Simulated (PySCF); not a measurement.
## C6H5F: full NMR table

```
Formula                               : C6H5F
SMILES                                : F[C@]12C=C[C@H]1C=C2
Point group of the computed structure : Cs
Degrees of unsaturation               : 4
Carbon signals                        : 4
Proton signals                        : 3
```

Mapped SMILES: `[F:1][C@:2]12[CH:3]=[CH:4][C@H:5]1[CH:6]=[CH:7]2`; H(Xn) means a hydrogen on atom n.

- σ from GIAO-PBE0/pcSseg-1
- GFN2-xTB structure
- code: PySCF
- rapidly exchanging positions averaged, non-relativistic Hamiltonian, isolated molecule, one conformer

References, each an isolated molecule treated in the same way: 1H and 13C vs TMS; 19F against CFCl3.

| carbon | δC, type | δH (multiplicity) | HMBC from (2–3 bonds) | span of the C tensor (ppm) |
| --- | --- | --- | --- | --- |
| C2 | 105.0, C | – | H(C4)/H(C6), H(C3)/H(C7), H(C5) | 55 |
| C3/C7 | 152.5, CH | 6.84 (m) | H(C4)/H(C6), H(C3)/H(C7), H(C5) | 219 |
| C4/C6 | 158.5, CH | 7.21 (m) | H(C4)/H(C6), H(C3)/H(C7), H(C5) | 264 |
| C5 | 62.0, CH | 4.24 (m) | H(C4)/H(C6), H(C3)/H(C7) | 32 |

Other nuclei:
| atoms | nucleus | environment | δ (ppm) | σ (ppm) |
| --- | --- | --- | --- | --- |
| F1 | 19F | fluorine on an sp3 carbon | -203.9 | 374.8 |

Carbon types of the structure: 1 × C, 5 × CH, which accounts for all hydrogens. δC 158.5, 152.5: alkene CH; the olefinic region. δC 105.0: allylic fully substituted sp3 carbon bonded to F; pulled downfield by the heteroatom. δC 62.0: allylic sp3 CH. δH 7.21, 6.84: hydrogen on an alkene CH; a vinylic proton, deshielded by the sp2 carbon and the C=C anisotropy. δH 4.24: hydrogen on an allylic sp3 CH.

Splittings by 19F in the carbon and heteronuclear signals aren't shown, as no couplings were computed. Shifts are as computed. Against solution values, carbons near 30 ppm lie about +3 ppm off and those near 130 ppm about +5 ppm. Of 1211 compounds with measured shifts, 218 miss one by over three times the rms of a fit or turn the order of signals round; such compounds aren't used in these exercises. Unscaled 19F shifts against computed CFCl3 carry errors that often reach 10 to 50 ppm. Multiplicities follow the n + 1 count of equivalent neighbours, as no J values were calculated; m marks all less simple cases, F and P coupling included.
